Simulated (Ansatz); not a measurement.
Single points on the cluster Zr2S4⁻.

```yaml
crystal:
  periodic: [false, false, false]
  atoms:
    - {symbol: Zr, position_ang: [1.534452, -0.813264, 0.850578]}
    - {symbol: Zr, position_ang: [-0.669363, 0.354448, -0.371305]}
    - {symbol: S, position_ang: [-0.660557, -1.780075, 1.023953]}
    - {symbol: S, position_ang: [-2.471318, 1.310855, -1.368970]}
    - {symbol: S, position_ang: [0.827988, 1.419695, 1.396305]}
    - {symbol: S, position_ang: [1.438798, -0.491658, -1.530561]}
basis:
  gaussian: {orbitals: def2-TZVPD, initial_orbitals: start.molden}
total_charge: -1
magnetization: {spin_polarized: true, initial_magnetization: 1}
hamiltonian: {xc: {name: LC-wPBE}}
scf: {omitted_lower_state_checks: [starts]}
output: {orbitals: {seedname: orbitals}}
```

The file start.molden holds the orbitals of an earlier run on this structure, at another level or in another basis.

```sh
$ ansatz run in.yaml --threads 4 --pin off --events-out ev --progress --plain --max-ram 4787MiB
```

Shortened log:

```
Functional definition: LC-wPBE
1814 factors; their error is unknown
632 factors; integrals over basis functions are off by at most 3.1e-5 eV
mean field evaluation 1: about -45900.9860 eV, gradient 1.1e1 eV
mean field evaluation 2: about -45901.4217 eV, gradient 6.6e-1 eV
mean field evaluation 4: about -45901.4141 eV, gradient 8.2e-2 eV
mean field evaluation 8: about -45901.4141 eV, gradient 2.2e-5 eV
mean field -45901.41411063 eV, -1686.8458554699 hartree, gradient 2.2e-5 eV, S^2 0.754205; 0 other end points of the search recorded, 0 dependent functions left out
reference -45901.41411064 eV, -1686.8458554702 hartree; 45, 44 occupied and 219, 220 virtual orbitals, 1814 factors
Total energy: -45901.41411064 eV, -1686.8458554702 hartree
Checks for a lower state left out: starts
```

Run time 25 s (4 threads of Arm Neoverse V1 on a shared host), peak host memory 1.1 GiB.

As the first input, with `hamiltonian: {xc: {name: BLYP}, dispersion: d4}` (abridged; 15 s):

```
Functional definition: BLYP
mean field -45912.72419953 eV, -1687.2614935705 hartree, gradient 9.6e-6 eV, S^2 0.751687
Total energy: -45913.58953075 eV, -1687.2932939062 hartree
Checks for a lower state left out: starts
```

The first input with `hamiltonian: {xc: pbe0, dispersion: d4}` (abridged; 29 s):

```
Functional definition: PBE0
mean field -45898.77059480 eV, -1686.7487080548 hartree, gradient 3.4e-5 eV, S^2 0.753612
Total energy: -45899.15031730 eV, -1686.7626625993 hartree
Checks for a lower state left out: starts
```

As the first input, with `correlation: {method: mp2}` and without the key `hamiltonian` (abridged; 16 s):

```
Functional definition: HF
mean field -45813.11577236 eV, -1683.6009513890 hartree, gradient 2.8e-6 eV, S^2 0.757427
20 core orbitals not correlated: weight in the atoms' cores, before any rotation towards them, 1.000 or more for the frozen orbitals, at most 0.000 for the correlated occupied ones
second order -35.85327575 eV of doubles, -0.00000000 eV of singles
Total energy: -45848.96904811 eV, -1684.9185349707 hartree
Checks for a lower state left out: starts
```

As the first input, with `hamiltonian: {xc: r2scan, dispersion: d4}` (abridged; 32 s):

```
Functional definition: r2SCAN
mean field -45913.24394097 eV, -1687.2805937160 hartree, gradient 6.2e-5 eV, S^2 0.754336
Total energy: -45913.33745498 eV, -1687.2840302927 hartree
Checks for a lower state left out: starts
```

The first input with `hamiltonian: {xc: pbe}`, `correlation: {method: rpa}` and without the key `output` (abridged; 23 s):

```
Functional definition: PBE
mean field -45897.06481538 eV, -1686.6860218175 hartree, gradient 4.6e-6 eV, S^2 0.752695
20 core orbitals not correlated: weight in the atoms' cores, before any rotation towards them, 1.000 or more for the frozen orbitals, at most 0.000 for the correlated occupied ones
Total energy: -45864.93594660 eV, -1685.5053076674 hartree
Checks for a lower state left out: starts
```

First input, but with `hamiltonian: {xc: pbe, dispersion: d4}`, `output: {forces: true, orbitals: {seedname: orbitals}}` (abridged; 13 s):

```
Functional definition: PBE
mean field -45897.06483381 eV, -1686.6860224947 hartree, gradient 1.1e-5 eV, S^2 0.752695
Total energy: -45897.49718382 eV, -1686.7019110643 hartree
Atom 0 force    -0.008104     0.003724    -0.004434 eV/Å
Atom 1 force     0.272677    -0.144191     0.150981 eV/Å
Atom 2 force    -0.094169    -0.094392     0.042325 eV/Å
Atom 3 force    -0.225572     0.119079    -0.125388 eV/Å
Atom 4 force     0.007330     0.122496     0.067875 eV/Å
Atom 5 force     0.047838    -0.006716    -0.131358 eV/Å
Dipole moment:     1.108452    -0.587805     0.614181 e Å
Checks for a lower state left out: starts
```

Geometry: PBE0-D4/def2-SVPD.

In the def2 sets Zr takes a core potential; there is no spin–orbit coupling. LC-ωPBE has ω = 0.4 bohr⁻¹. Correlated methods freeze 20 core orbitals; core or outer-core shells of Zr are correlated, in sets that lack core-valence functions. No other spin state of charge -1 was run. The structure comes from a short search, and lower isomers may exist.
